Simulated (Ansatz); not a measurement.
A structure relaxed at PBE-D4/def2-SVP in Ansatz, charge 0, singlet:

```tsv
atom	x (Å)	y (Å)	z (Å)
C1	-0.3301	-0.6438	0.6835
F2	-0.1147	-0.1841	1.9416
F3	0.2943	-1.8434	0.5758
F4	-1.6623	-0.8650	0.5534
Ge5	0.3363	0.6561	-0.6965
H6	0.1162	0.0192	-2.0869
H7	1.8377	0.9002	-0.4258
H8	-0.4775	1.9608	-0.5451
```

(1) Give its formula, name or SMILES.

(2) Summarise the bond lengths by kind (pairs closer than 1.2 times the sum of covalent radii, bridged metal pairs left out).

## Answers

(1) Ge(CF3)H3 (CH₃F₃Ge).

(2) 3 × C–F 1.36 Å; 1 × C–Ge 2.01 Å; 3 × Ge–H 1.55 Å.

Another isomer (singlet) lies 3.98 eV lower at PBE0-D4/def2-TZVP; other spin states weren't run for this one.
